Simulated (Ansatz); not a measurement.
Species: SiCl, charge 1, singlet. SiCl+ (parent SMILES Cl[Si], singlet).
B3LYP-D3(BJ)/def2-TZVP minimum from Ansatz (a quantum-chemistry and plane-wave program):
```xyz
2

Si     0.0000     0.0000    -1.0778
Cl     0.0000     0.0000     0.8876
```
Charge +1, spin multiplicity 1.

Total energies in cc-pV(T+d)Z, 10 correlated electrons, 10 frozen orbitals. Open shells are spin-unrestricted; no spin-orbit coupling. Cores are frozen in correlated methods. No relativity.

| method | program | energy (Eh) | minus CCSDT(Q) (mEh) |
|---|---|---|---|
| HF | Ansatz | -748.19741 | 299.46 |
| MP2 | Ansatz | -748.45437 | 42.50 |
| CCSD | Ansatz | -748.48139 | 15.48 |
| CCSD(T) | Ansatz | -748.49509 | 1.78 |
| CCSDT(Q) | Ansatz | -748.49687 | 0.00 |

Rough core times of Ansatz's runs on a shared machine: CCSD(T) under 20 s, CCSDT(Q) 70 s.
